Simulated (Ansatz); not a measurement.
Ansatz (an electronic-structure program) input (PBE0/LANL2DZ): The .json file is the Basis Set Exchange's LANL2DZ.

Ansatz 0.2 input:
```yaml
crystal:
  periodic: [false, false, false]
  atoms:
    - {symbol: I, position_ang: [-0.00000000, -0.00000000, -1.66521100]}
    - {symbol: I, position_ang: [0.00000000, 0.00000000, 1.66521100]}
basis:
  gaussian:
    orbitals: LANL2DZ.json
hamiltonian:
  xc: {name: PBE0}
total_charge: -1
magnetization: {spin_polarized: true, initial_magnetization: 1}
output: {forces: true}
```

Output:

```
Functional definition: PBE0
integrals: 0.01 GiB planned
246 factors; integrals over basis functions are off by at most 2.3e-4 eV
mean field: 0.07 GiB planned
mean field evaluation 1: about -622.7891 eV, gradient 2.3e0 eV
mean field evaluation 2: about -622.8457 eV, gradient 5.7e-1 eV
mean field evaluation 4: about -622.8461 eV, gradient 1.9e-1 eV
mean field evaluation 8: about -622.8464 eV, gradient 1.4e-4 eV
mean field -622.84640812 eV, -22.8891833181 hartree, gradient 1.8e-5 eV, S^2 0.750836; 1 other end points of the search recorded, 0 dependent functions left out
the calculation of the forces begins
reference -622.84642566 eV, -22.8891839627 hartree; 8, 7 occupied and 8, 9 virtual orbitals, 246 factors
Total energy: -622.84642566 eV, -22.8891839627 hartree
Atom 0 at    -0.000000    -0.000000    -1.665211 Å, force     0.000000     0.000000    -0.109452 eV/Å
Atom 1 at     0.000000     0.000000     1.665211 Å, force    -0.000000    -0.000000     0.109452 eV/Å
Dipole moment:    -0.000000    -0.000000    -0.000000 e Å
```

The dipole moment of an ion depends on the origin.

The geometry given is a B3LYP-D3(BJ)/def2-TZVP minimum.
